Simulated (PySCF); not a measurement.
Computed IR spectrum (relative IR intensity) of a molecule C5H7F. Geometry optimised at B3LYP-D3(BJ)/def2-SVP. The values are those of a single conformer. Level of theory: PySCF with B3LYP-D3(BJ)/def2-SVP. Harmonic, unscaled wavenumbers; measured fundamentals usually lie a few per cent lower.

ν (cm⁻¹): 441 (vw), 445 (vw), 651 (w), 785 (w), 838 (m), 926 (vw), 989 (m), 1036 (w), 1079 (vw), 1209 (vw), 1235 (w), 1339 (vs), 1359 (w), 1454 (vw), 1467 (vw), 1743 (vs), 3021 (m), 3035 (m), 3046 (m), 3102 (w), 3105 (m), 3228 (vw) (against the strongest line: vs over 80 %, s over 45 %, m over 15 %, w over 4 %, vw less)

### Question
Pick the molecule that these values belong to.
(A) CC1=C[C@@H](F)C1
(B) C[C@H]1C=C(F)C1
(C) C=CC(F)C=C
(D) C#CC(C)(C)F

### Answer
B, C[C@H]1C=C(F)C1
